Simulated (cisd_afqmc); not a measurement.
Input (AFQMC/CISD/cc-pVTZ; cisd_afqmc is a phaseless AFQMC code with CISD trial states that reads the integrals written by Ansatz):

Ansatz 0.2 input:
```python
import cisd_afqmc

open("ham.yaml", "w").write("""\
crystal:
  periodic: [false, false, false]
  atoms:
    - {symbol: B, position_ang: [0.00000000, 0.00000000, 0.00000000]}
basis:
  gaussian:
    orbitals: cc-pVTZ
magnetization: {spin_polarized: true, initial_magnetization: 1}
correlation: {method: ccsd, electrons: outside_noble_gas, hamiltonian_folder: ham}
scf: {lower_state_search: full}
""")
rep = cisd_afqmc.ansatz("ham.yaml")
e_ccsd = rep["correlation"]["coupled_cluster"]["energy"]["hartree"]
out = cisd_afqmc.run("ham", e_ccsd, trial="CISD", walkers=200, populations=8, threads=8, dt=0.0025, steps=80, early=24, settle=10, least=32,
    cut=5e-5, rank_cut=2e-4, target=0.0004, seconds=1500, seed=2, memory=12960, gpu=False)
```

Output:

```
orbitals 29, occupied [2, 1], factors 148 of 175, rank of the doubles 57 of 82
E(HF) = -24.532068
E(CCSD) on the cut factors = -24.596790, shift to the whole factors 0.000004
Energy of the trial state on the determinant = -24.596689
  tau behind 7.2 of longer steps, mean of the populations' last blocks
   2.0  -24.59838
   4.0  -24.59750
   6.0  -24.59792
   8.0  -24.59837
blocks 260 (10 outliers left out), error by blocks joined: 1: 0.00003, 2: 0.00003, 4: 0.00004, 8: 0.00005, 16: 0.00005
E(AFQMC/CISD) = -24.59835 +/- 0.00005
```
